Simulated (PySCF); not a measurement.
## Electron correlation in Tc⁺ (technetium, charge +1)

[Kr] 4d5 5s1, high-spin 7S determinant. Computed with PySCF 2.14 in x2c-TZVPPall with one added diffuse shell each of s, p, d, f type (9s7p7d3f1g, 95 functions), with the spin-free X2C one-electron Hamiltonian (Gaussian nucleus). Frozen: [Ar] 3d10; 14 electrons correlated.

MP2 pair energies summed by pair of shells (mhartree):

```json
{"pair": "4p-4d", "energy": "-148.59", "share (%)": "40.0"}
{"pair": "4p-4p", "energy": "-74.97", "share (%)": "20.2"}
{"pair": "4d-4d", "energy": "-59.20", "share (%)": "15.9"}
{"pair": "4s-4p", "energy": "-30.02", "share (%)": "8.1"}
{"pair": "4d-5s", "energy": "-19.82", "share (%)": "5.3"}
{"pair": "4s-4d", "energy": "-18.96", "share (%)": "5.1"}
{"pair": "4p-5s", "energy": "-14.36", "share (%)": "3.9"}
{"pair": "4s-4s", "energy": "-4.68", "share (%)": "1.3"}
{"pair": "4s-5s", "energy": "-0.94", "share (%)": "0.3"}
```

Total MP2 correlation energy: -371.55 mhartree.

Same-spin part -145.12 and opposite-spin part -226.43 mhartree; SCS-MP2 scales them by 1/3 and 6/5 to -320.09 mhartree.

This basis was not built for core-valence correlation, so the inner-shell part is incomplete.
